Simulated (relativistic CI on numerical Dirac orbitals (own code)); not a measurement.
## Slater and spin-orbit integrals, Zr³⁸⁺

Method of calculation: Dirac-Coulomb-Breit CI, orbitals from a KLI potential per configuration, QED by a radiative potential, unscaled Slater integrals (own radial code, finite nucleus).

Slater integrals F^k, G^k are unscaled and averaged over j, outside the closed core (none); ζ comes from projecting the Hamiltonian with its Breit term on Σ l·s of the shell.

- 1s.2s: G^0(1s,2s) = 202950 cm⁻¹; <r>(1s) = 0.03649, <r^2>(1s) = 0.00179, <r>(2s) = 0.1477, <r^2>(2s) = 0.02556 (bohr units).
- 1s.2p: G^1(1s,2p) = 425690, ζ(2p) = 601360 cm⁻¹; <r>(1s) = 0.03649, <r^2>(1s) = 0.00179, <r>(2p) = 0.1254, <r^2>(2p) = 0.01895 (bohr units).
- 1s.3s: G^0(1s,3s) = 53199 cm⁻¹; <r>(1s) = 0.03645, <r^2>(1s) = 0.001786, <r>(3s) = 0.3358, <r^2>(3s) = 0.1284 (bohr units).

Averages of the first 10 configurations, taken without configuration mixing, which lowers the lowest level and can move excited configurations by several eV; other configurations of the list can lie among them:

```tsv
Configuration	Parity	States	Average energy above the lowest level (eV)
1s2	even	1	0.0
1s.2s	even	4	16147.4
1s.2p	odd	12	16262.6
1s.3s	even	4	19150.6
1s.3p	odd	12	19184.0
1s.3d	even	20	19205.5
1s.4s	even	4	20192.4
1s.4p	odd	12	20206.3
1s.4d	even	20	20215.4
1s.4f	odd	28	20218.5
```
